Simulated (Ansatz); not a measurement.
`BC(F)CC` → `CBCCF`  (isomerisation)

Computed with Ansatz on PBE0-D4/def2-TZVP structures; ΔE is electronic, products minus reactants. CCSD(T)/CBS is the MP2 limit (def2-TZVPP, def2-QZVPP) plus CCSD(T) − MP2 in def2-TZVPP, frozen cores. Functionals use def2-TZVPP. B3LYP here is the variant with VWN-RPA as its local correlation; programs differ in this. One conformer a species, not always the lowest.

| species | B3LYP energy (Eh) |
| --- | --- |
| `BC(F)CC` | -243.90641 |
| `CBCCF` | -243.93103 |

(1) Work out ΔE.

Largest T1 diagnostic among the species: 0.010.

Answers

(1) ΔE = (-243.93103) − (-243.90641) = -0.02462 Eh = -64.6 kJ/mol. CCSD(T)/CBS gives -61.9 kJ/mol.
